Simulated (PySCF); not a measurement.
PySCF input for Ga(H)(F)(NH2) (FGaH3N), SMILES [NH2][GaH][F], TDA-LC-ωPBE/def2-SVPD. The structure is a stationary point at ωB97X-D3(BJ)/def2-TZVP. The values are those of a single conformer.

```python
import numpy as np
from pyscf import gto, scf, dft, tdscf

mol = gto.M(
    atom='''
    Ga   -0.33647071   -0.04520785    0.00000000
    H    -1.85735333   -0.29571454   -0.00000000
    F     0.74710482   -1.43730231   -0.00000000
    N     0.55506664    1.51940903   -0.00000000
    H     1.55983716    1.57201814    0.00000000
    H     0.11869829    2.42499730   -0.00000000
    ''',
    basis='def2-SVPD',
    charge=0,
    spin=0,
    symmetry=True,
    max_memory=1600,
    verbose=4,
)
mf = dft.RKS(mol, xc='lc_wpbe').density_fit(auxbasis='def2-universal-jkfit')
mf.grids.level = 3
mf.conv_tol = 1e-9
mf.max_cycle = 100
mf.kernel()
mf.grids = dft.Grids(mol).set(level=1).build(with_non0tab=True)  # coarser grid for the response kernel
td = tdscf.TDA(mf)
td.singlet = True
td.nstates = 10
td.conv_tol = 1e-4
td.kernel(x0=td.get_init_guess(mf, 15))
td.analyze()
tt = tdscf.TDA(mf)
tt.singlet = False
tt.nstates = 4
tt.conv_tol = 1e-4
tt.kernel(x0=tt.get_init_guess(mf, 9))
tt.analyze(verbose=3)
```

Program output:

```
PySCF version 2.14.0

[INPUT] verbose = 4
[INPUT] num. atoms = 6
[INPUT] num. electrons = 50
[INPUT] charge = 0
[INPUT] spin (= nelec alpha-beta = 2S) = 0
[INPUT] symmetry True subgroup None
[INPUT] Mole.unit = angstrom
[INPUT] Symbol           X                Y                Z      unit          X                Y                Z       unit  Magmom
[INPUT]  1 Ga    -0.336470710000  -0.045207850000   0.000000000000 AA   -0.635837490838  -0.085430455180   0.000000000000 Bohr   0.0
[INPUT]  2 H     -1.857353330000  -0.295714540000   0.000000000000 AA   -3.509889110249  -0.558819491652   0.000000000000 Bohr   0.0
[INPUT]  3 F      0.747104820000  -1.437302310000   0.000000000000 AA    1.411823496142  -2.716107724105   0.000000000000 Bohr   0.0
[INPUT]  4 N      0.555066640000   1.519409030000   0.000000000000 AA    1.048923930483   2.871266937891   0.000000000000 Bohr   0.0
[INPUT]  5 H      1.559837160000   1.572018140000   0.000000000000 AA    2.947665031319   2.970683747448   0.000000000000 Bohr   0.0
[INPUT]  6 H      0.118698290000   2.424997300000   0.000000000000 AA    0.224307259554   4.582580749810   0.000000000000 Bohr   0.0

nuclear repulsion = 196.08869373579
point group symmetry = Cs
symmetry origin: [-1.13383582e-09 -1.13383564e-09  0.00000000e+00]
symmetry axis x: [1.00000000e+00 4.82139926e-09 0.00000000e+00]
symmetry axis y: [-4.82139926e-09  1.00000000e+00  0.00000000e+00]
symmetry axis z: [0. 0. 1.]
num. orbitals of irrep A' = 74
num. orbitals of irrep A" = 31
number of shells = 43
number of NR pGTOs = 173
number of NR cGTOs = 105
basis = def2-SVPD
ecp = {}


******** <class 'pyscf.df.df_jk.DFSymAdaptedRKS'> ********
method = DFSymAdaptedRKS
initial guess = minao
damping factor = 0
level_shift factor = 0
DIIS = <class 'pyscf.scf.diis.CDIIS'>
diis_start_cycle = 1
diis_space = 8
diis_damp = 0
SCF conv_tol = 1e-09
SCF conv_tol_grad = None
SCF max_cycles = 100
direct_scf = False
XC library pyscf.dft.libxc version 7.1.2
    S. Lehtola, C. Steigemann, M. J. T. Oliveira, and M. A. L. Marques,  SoftwareX 7, 1–5 (2018)
XC functionals = lc_wpbe
    O. A. Vydrov and G. E. Scuseria,  J. Chem. Phys. 125, 234109 (2006)
radial grids:
    Treutler-Ahlrichs [JCP 102, 346 (1995); DOI:10.1063/1.469408] (M4) radial grids

becke partition: Becke, JCP 88, 2547 (1988); DOI:10.1063/1.454033
pruning grids: <function nwchem_prune>
grids dens level: 3
symmetrized grids: True
atomic radii adjust function: <function treutler_atomic_radii_adjust>
small_rho_cutoff = 0
Freeze 0 electrons in irreps []
    50 free electrons in irreps A' A"
Set gradient conv threshold to 3.16228e-05
Initial guess from minao.
tot grids = 78496
Create RSH-DF object <pyscf.df.df.DF object> for omega=0.4
******** <class 'pyscf.df.df.DF'> ********
auxbasis = auxmol.basis = def2-universal-jkfit
init E= -2079.98399887175
HOMO (A") = -0.329679679098001  LUMO (A') = -0.0158934442534147  gap/eV = 8.53856
cycle= 1 E= -2080.51469271987  delta_E= -0.531  |g|= 0.827  |ddm|= 3.26
HOMO (A") = -0.318434466083539  LUMO (A") = 0.0414601029664352  gap/eV = 9.79323
cycle= 2 E= -2080.48204162976  delta_E= 0.0327  |g|= 1.03  |ddm|= 2.09
HOMO (A") = -0.390115162622666  LUMO (A') = 0.047654947944006  gap/eV = 11.91233
cycle= 3 E= -2080.63122200304  delta_E= -0.149  |g|= 0.0593  |ddm|= 1.09
HOMO (A") = -0.400978184311333  LUMO (A') = 0.0483049082723812  gap/eV = 12.22562
cycle= 4 E= -2080.63188209261  delta_E= -0.00066  |g|= 0.0404  |ddm|= 0.143
HOMO (A") = -0.394180978098223  LUMO (A') = 0.0490379638719429  gap/eV = 12.06060
cycle= 5 E= -2080.63221772973  delta_E= -0.000336  |g|= 0.00526  |ddm|= 0.043
HOMO (A") = -0.394357856905937  LUMO (A') = 0.0489630959892846  gap/eV = 12.06338
cycle= 6 E= -2080.63222910299  delta_E= -1.14e-05  |g|= 0.00136  |ddm|= 0.0153
HOMO (A") = -0.394708733863624  LUMO (A') = 0.0489104814970491  gap/eV = 12.07149
cycle= 7 E= -2080.63222980911  delta_E= -7.06e-07  |g|= 0.000789  |ddm|= 0.00276
HOMO (A") = -0.394604522841835  LUMO (A') = 0.0489137646672986  gap/eV = 12.06875
cycle= 8 E= -2080.63222995927  delta_E= -1.5e-07  |g|= 0.000166  |ddm|= 0.00105
HOMO (A") = -0.394635799390413  LUMO (A') = 0.048911487252961  gap/eV = 12.06954
cycle= 9 E= -2080.63222997876  delta_E= -1.95e-08  |g|= 3.13e-05  |ddm|= 0.000524
HOMO (A") = -0.394634571523433  LUMO (A') = 0.0489115336661894  gap/eV = 12.06950
cycle= 10 E= -2080.63222997986  delta_E= -1.09e-09  |g|= 5.59e-06  |ddm|= 0.000124
HOMO (A") = -0.394635095840352  LUMO (A') = 0.0489114727772013  gap/eV = 12.06952
cycle= 11 E= -2080.6322299799  delta_E= -4.09e-11  |g|= 2.48e-06  |ddm|= 1.58e-05
HOMO (A") = -0.39463531499306  LUMO (A') = 0.0489114643053377  gap/eV = 12.06952
Extra cycle  E= -2080.63222997988  delta_E= 1.23e-11  |g|= 2.6e-06  |ddm|= 5.51e-06
converged SCF energy = -2080.63222997988
tot grids = 25256


******** <class 'pyscf.tdscf.rks.TDA'> for <class 'pyscf.df.df_jk.DFSymAdaptedRKS'> ********
nstates = 10 singlet
deg_eia_thresh = 1.000e-03
wfnsym = None
conv_tol = 0.0001
eigh lindep = 1e-12
eigh level_shift = 0
eigh max_cycle = 100


Excitation energies (eV)
[6.89651647 7.25320789 7.87807219 7.9902911  8.8639916  8.92040705
 9.11519903 9.32991649 9.40620704 9.59642811]

** Singlet excitation energies and oscillator strengths **
Excited State   1:   A"      6.89652 eV    179.78 nm  f=0.0733
      25 -> 26       -0.59936
      25 -> 28        0.12002
      25 -> 29        0.28178
      25 -> 30        0.13606
Excited State   2:   A'      7.25321 eV    170.94 nm  f=0.1105
      25 -> 27        0.68195
Excited State   3:   A"      7.87807 eV    157.38 nm  f=0.0644
      24 -> 27        0.66558
      25 -> 28       -0.16106
Excited State   4:   A"      7.99029 eV    155.17 nm  f=0.0025
      24 -> 27       -0.17744
      25 -> 28       -0.61993
      25 -> 29        0.14712
      25 -> 35       -0.11565
Excited State   5:   A"      8.86399 eV    139.87 nm  f=0.0000
      25 -> 26       -0.20434
      25 -> 29       -0.52140
      25 -> 30        0.26869
      25 -> 35        0.22984
      25 -> 36        0.13802
Excited State   6:   A'      8.92041 eV    138.99 nm  f=0.1493
      22 -> 26       -0.15267
      22 -> 28        0.11911
      24 -> 26       -0.37421
      24 -> 28        0.50194
Excited State   7:   A"      9.11520 eV    136.02 nm  f=0.0001
      25 -> 30        0.26156
      25 -> 31        0.52522
      25 -> 33        0.14833
      25 -> 35       -0.29269
      25 -> 51        0.10108
Excited State   8:   A"      9.32992 eV    132.89 nm  f=0.0206
      22 -> 27       -0.67154
      22 -> 32       -0.11008
Excited State   9:   A"      9.40621 eV    131.81 nm  f=0.0092
      25 -> 26        0.24407
      25 -> 28        0.12509
      25 -> 29        0.23024
      25 -> 30        0.49335
      25 -> 31       -0.18715
      25 -> 35        0.24484
Excited State  10:   A'      9.59643 eV    129.20 nm  f=0.0443
      22 -> 26       -0.19477
      22 -> 28        0.23566
      23 -> 27       -0.56730
      24 -> 26       -0.14646
      24 -> 28       -0.13273

** Transition electric dipole moments (AU) **
state          X           Y           Z        Dip. S.      Osc.
  1        -0.0000     -0.0000     -0.6584      0.4335      0.0733
  2         0.4153      0.6701      0.0000      0.6216      0.1105
  3        -0.0000     -0.0000     -0.5776      0.3336      0.0644
  4        -0.0000      0.0000      0.1138      0.0130      0.0025
  5        -0.0000      0.0000      0.0119      0.0001      0.0000
  6        -0.7989     -0.2117      0.0000      0.6831      0.1493
  7         0.0000      0.0000      0.0196      0.0004      0.0001
  8        -0.0000     -0.0000     -0.3001      0.0901      0.0206
  9        -0.0000      0.0000      0.1997      0.0399      0.0092
 10        -0.0928     -0.4241     -0.0000      0.1885      0.0443

** Transition velocity dipole moments (imaginary part, AU) **
state          X           Y           Z        Dip. S.      Osc.
  1        -0.0000     -0.0000     -0.1705      0.0291      0.0765
  2         0.0533      0.0928      0.0000      0.0115      0.0286
  3        -0.0000     -0.0000     -0.1172      0.0137      0.0316
  4         0.0000      0.0000     -0.0121      0.0001      0.0003
  5        -0.0000     -0.0000     -0.0111      0.0001      0.0003
  6        -0.2424     -0.0769      0.0000      0.0647      0.1315
  7         0.0000      0.0000     -0.0095      0.0001      0.0002
  8        -0.0000     -0.0000     -0.0690      0.0048      0.0093
  9        -0.0000      0.0000      0.0319      0.0010      0.0020
 10         0.0034     -0.1546     -0.0000      0.0239      0.0452

** Transition magnetic dipole moments (imaginary part, AU) **
state          X           Y           Z
  1         0.7630     -0.2759     -0.0000
  2        -0.0000      0.0000      0.1551
  3        -0.4385      1.1878     -0.0000
  4        -0.1431     -0.5475     -0.0000
  5         0.2208      0.1054      0.0000
  6         0.0000     -0.0000      0.9262
  7        -0.1547     -0.2095      0.0000
  8         0.5068      0.6089      0.0000
  9        -0.1959      0.0246      0.0000
 10        -0.0000     -0.0000     -0.2190


******** <class 'pyscf.tdscf.rks.TDA'> for <class 'pyscf.df.df_jk.DFSymAdaptedRKS'> ********
nstates = 4 triplet
deg_eia_thresh = 1.000e-03
wfnsym = None
conv_tol = 0.0001
eigh lindep = 1e-12
eigh level_shift = 0
eigh max_cycle = 100


Excitation energies (eV)
[5.90391241 6.27062358 7.1116419  7.655162  ]

** Triplet excitation energies and oscillator strengths **
Excited State   1:   A'      5.90391 eV    210.00 nm  f=0.0000
Excited State   2:   A"      6.27062 eV    197.72 nm  f=0.0000
Excited State   3:   A"      7.11164 eV    174.34 nm  f=0.0000
Excited State   4:   A'      7.65516 eV    161.96 nm  f=0.0000
```

The run converged.

Cost: very roughly 60 core-seconds.
